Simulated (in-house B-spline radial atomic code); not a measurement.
Relativistic effects in Ge⁷⁺, [Ar] 3d7: non-relativistic Hartree-Fock (point nucleus) against Dirac-Hartree-Fock (Fermi nucleus of rms radius 4.0742 fm), both averages of the configuration, computed with a radial B-spline atomic code at the basis-set limit.

| orbital | ε NR (Eh) | ε Dirac (Eh) | <r> NR (bohr) | <r> Dirac (bohr) | change of <r> (%) |
| --- | --- | --- | --- | --- | --- |
| 1s1/2 | -410.66 | -416.48 | 0.04784 | 0.04698 | -1.8 |
| 2s1/2 | -57.613 | -58.917 | 0.2129 | 0.2089 | -1.9 |
| 2p1/2 | -51.699 | -52.792 | 0.185 | 0.181 | -2.1 |
| 2p3/2 | -51.699 | -51.608 | 0.185 | 0.1846 | -0.2 |
| 3s1/2 | -12.17 | -12.408 | 0.6133 | 0.6042 | -1.5 |
| 3p1/2 | -10.088 | ? | 0.6215 | ? | ? |
| 3p3/2 | -10.088 | ? | 0.6215 | ? | ? |
| 3d3/2 | -6.6764 | -6.6602 | 0.627 | 0.6268 | 0.0 |
| 3d5/2 | -6.6764 | -6.633 | 0.627 | 0.6297 | +0.4 |

What happens to 3p3/2?

Its energy goes to -10.09 hartree and <r> to 0.6203 bohr (-0.19 %).

What happens to 3p1/2?

Its energy goes to -10.27 hartree and <r> to 0.612 bohr (-1.53 %).

What explains the pattern of contraction and expansion?

Expansion is seen in 3d5/2. The s and p1/2 orbitals contract directly, screen the nucleus better, and so push out orbitals that have little density near the nucleus; spin-orbit coupling adds to this for j = l + 1/2 and opposes it for j = l - 1/2.

By how much does the total energy change?

By -22.169 hartree, from -2058.788 to -2080.957.
